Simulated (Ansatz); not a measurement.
Butyl acetate (`CCCCOC(C)=O`). Charge 0, multiplicity 1. The structure was optimised at the PBE0-D4/def2-TZVP level. It is one conformer, not always the lowest.

```xyz
20

C    -2.157    0.868   -2.276
C    -1.152    1.360   -1.248
C    -0.299    0.238   -0.679
C     0.697    0.749    0.336
O     1.543   -0.298    0.825
C     1.063   -1.026    1.844
C     2.036   -2.094    2.240
O    -0.005   -0.834    2.361
H    -2.838    0.134   -1.838
H    -2.760    1.688   -2.670
H    -1.653    0.389   -3.120
H    -0.504    2.119   -1.702
H    -1.681    1.862   -0.429
H    -0.940   -0.509   -0.203
H     0.241   -0.267   -1.488
H     1.380    1.472   -0.114
H     0.185    1.217    1.180
H     2.199   -2.773    1.400
H     3.000   -1.649    2.490
H     1.644   -2.646    3.091
```

(1) What is the dipole moment at B3LYP/def2-TZVPP? (Estimate.)

(2) And with PBE, r2SCAN, ωB97M-V? (An estimate is asked.)

(3) Give the Mulliken charges with B3LYP, r2SCAN, ωB97M-V in def2-TZVPP. (Best estimate.)

Results:

(1) The calculation gave: 1.82 D, with components (1.22, 0.17, -1.33) D in this frame, pointing from negative to positive charge.

(2) Computed: PBE 1.77 D, r2SCAN 1.82 D, ωB97M-V 1.80 D.

(3) The calculation gave: 
| atom | B3LYP | r2SCAN | ωB97M-V |
| --- | --- | --- | --- |
| C1 | -0.25 | -0.15 | -0.32 |
| C2 | -0.10 | -0.01 | -0.17 |
| C3 | -0.11 | -0.05 | -0.15 |
| C4 | 0.04 | 0.10 | -0.07 |
| O5 | -0.28 | -0.27 | -0.26 |
| C6 | 0.32 | 0.35 | 0.34 |
| C7 | -0.26 | -0.17 | -0.31 |
| O8 | -0.33 | -0.36 | -0.34 |
| H9 | 0.08 | 0.04 | 0.10 |
| H10 | 0.08 | 0.04 | 0.11 |
| H11 | 0.07 | 0.04 | 0.10 |
| H12 | 0.05 | 0.02 | 0.08 |
| H13 | 0.06 | 0.03 | 0.09 |
| H14 | 0.08 | 0.05 | 0.10 |
| H15 | 0.06 | 0.02 | 0.09 |
| H16 | 0.10 | 0.05 | 0.13 |
| H17 | 0.09 | 0.06 | 0.12 |
| H18 | 0.10 | 0.07 | 0.12 |
| H19 | 0.10 | 0.07 | 0.12 |
| H20 | 0.11 | 0.08 | 0.12 |

B3LYP here is the variant with VWN-RPA as its local correlation; programs differ in this.
